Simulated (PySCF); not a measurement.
# Two-component Hartree-Fock for Re (rhenium, neutral)

Start: [Xe] 4f14 5d7; 5d3/2 filled at m_j = +1/2, +3/2; 5d5/2 filled at m_j = -3/2, -1/2, +1/2, +3/2, +5/2. Calculated with PySCF 2.14 in x2c-SVPall-2c with one added diffuse shell each of s, d type (8s9p10d2f, 99 functions): generalised Hartree-Fock with the X2C-1e Hamiltonian and a Gaussian nucleus; one run each with spin-orbit coupling (SO) switched off, then screened by Boettger's factors. This is a chosen level, not necessarily the ground level.

| spinor shell | electrons | ε, spin-free (eV) | ε, screened SO (eV) | weight of nominal j (screened SO) | rms radius, screened SO (bohr) |
| --- | --- | --- | --- | --- | --- |
| 1s1/2 | 2 | -72059.0 | -72036.8 | 1.000 | 0.0204 |
| 2s1/2 | 2 | -12633.5 | -12627.0 | 1.000 | 0.0824 |
| 2p1/2 | 2 | -11030.2 | -12061.1 | 1.000 | 0.0700 |
| 2p3/2 | 4 | -11030.2 | -10615.5 | 1.000 | 0.0775 |
| 3s1/2 | 2 | -2984.9 | -2983.1 | 1.000 | 0.210 |
| 3p1/2 | 2 | -2504.0 | -2731.0 | 1.000 | 0.202 |
| 3p3/2 | 4 | -2504.0 | -2411.7 | 1.000 | 0.217 |
| 3d3/2 | 4 | -1951.9 | -1992.0 | 1.000 | 0.192 |
| 3d5/2 | 6 | -1951.9 | -1924.0 | 1.000 | 0.196 |
| 4s1/2 | 2 | -652.52 | -652.39 | 1.000 | 0.468 |
| 4p1/2 | 2 | -491.97 | -545.77 | 1.000 | 0.476 |
| 4p3/2 | 4 | -491.97 | -470.56 | 1.000 | 0.509 |
| 4d3/2 | 4 | -286.37 | -294.91 | 1.000 | 0.532 |
| 4d5/2 | 6 | -286.37 | -280.96 | 1.000 | 0.543 |
| 5s1/2 | 2 | -96.260 | -96.634 | 1.000 | 1.12 |
| 5p1/2 | 2 | -53.513 | -61.167 | 0.974 | 1.27 |
| 4f5/2 | 6 | -55.611 | -57.235 | 0.993 | 0.642 |
| 4f7/2 | 8 | -55.611 | -54.855 | 0.997 | 0.643 |
| 5p3/2 | 4 | -53.513 | -50.928 | 0.992 | 1.32 |
| 5d3/2 | 2 | -6.766 | -7.790 | 0.924 | 2.18 |
| 5d5/2 | 5 | -6.766 | -5.955 | 0.943 | 2.43 |

```csv
quantity,spin-free,screened SO
E (hartree),-16678.93188,-16699.42958
M_J,9/2,9/2
⟨J²⟩,25.070,25.107
⟨L²⟩,12.298,28.039
⟨S²⟩,3.771,0.934
```

The determinant has a definite M_J but mixes levels of different J.

Each row is a mean over spinors that exchange with the open shell spreads, by up to 2.960 eV (5p1/2).

Breit and QED terms are absent; they matter most for the inner s and p1/2 levels.

Densities and radii are taken from the X2C orbitals without a picture-change correction, which distorts them close to the nucleus.

Without spin-orbit coupling the j labels of p, d and f shells carry no meaning; the spin-free column gives the mean over the occupied spinors of each nl shell, and its ⟨J²⟩ belongs to a mixture of degenerate components.
